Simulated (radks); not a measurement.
All-electron atom: the manganese ion Mn4+ in [Ar] 3d3 (the NIST ground configuration). All-electron calculation, scalar-relativistic Kohn-Sham, r2SCAN, spin-polarised, spherical densities, finite nucleus; open shells are filled with parallel spins first; meta-GGA in the generalised Kohn-Sham scheme; Fermi nuclear charge, rms radius 3.7057 fm. Program: a radial shooting solver on a logarithmic mesh with Libxc functionals. Some entries of the table are withheld. Estimate them.

orbital  occ.  eigenvalue (hartree)  <r^2> (bohr^2)
1s down     1             -239.3000        0.004992
1s up       1             -239.2990        0.004992
2s up       1             -29.89625         0.09198
2s down     1             -29.81513         0.09157
2p up       3             -25.60298         0.07516
2p down     3             -25.54112         0.07473
3s up       1              -5.42138          0.7935
3s down     1              -5.23638          0.8025
3p up       3                   (1)             (2)
3p down     3                   (3)             (4)
3d up       3              -2.29538           1.121
3d down     0              -2.10528           1.159
4s up       0              -1.52156           5.154
4p up       0              -1.22705           6.495

Answer. 
(1) 3p up eigenvalue (hartree): -4.20130
(2) 3p up <r^2> (bohr^2): 0.8803
(3) 3p down eigenvalue (hartree): -4.01695
(4) 3p down <r^2> (bohr^2): 0.8928
